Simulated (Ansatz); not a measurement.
The input (input.yaml):

```yaml
crystal:
  periodic: [false, false, false]
  atoms:
    - { symbol: "N", position_ang: [0.3445, 1.369, 0.8475] }
    - { symbol: B, position_ang: [-0.3054, 0.2561, 0.0467] }
    - { symbol: O, position_ang: [-1.3759, -0.5737, 0.6281] }
    - { symbol: Sb, position_ang: [0.4872, -0.146, -2.0319] }
    - { symbol: F, position_ang: [-0.4203, -1.9778, -2.036] }
    - { symbol: H, position_ang: [0.41691, 2.22326, 0.1346] }
    - { symbol: H, position_ang: [1.29124, 1.12064, 1.10653] }
    - { symbol: H, position_ang: [-0.8117, -1.292, 1.0817] }
    - { symbol: H, position_ang: [1.9507, -0.755, -1.3791] }
basis:
  gaussian: { orbitals: def2-SVP }
hamiltonian:
  xc: hf
relax:
  f_tol: 0.015
  max_steps: 40
```

Run as:

```bash
$ ansatz run input.yaml --threads 1 --pin off --max-ram 2048MiB --backend cpu --events-out ev --progress --plain --runs-dir out
```

Hardware: 1 thread of Intel(R) Xeon(R) Processor @ 2.50GHz (Skylake/Cascade Lake) (shared host).

Q: Roughly how long does this run take, and how much memory?

A: 3.8 min, with a peak of 0.23 GiB, for 15 ionic steps.
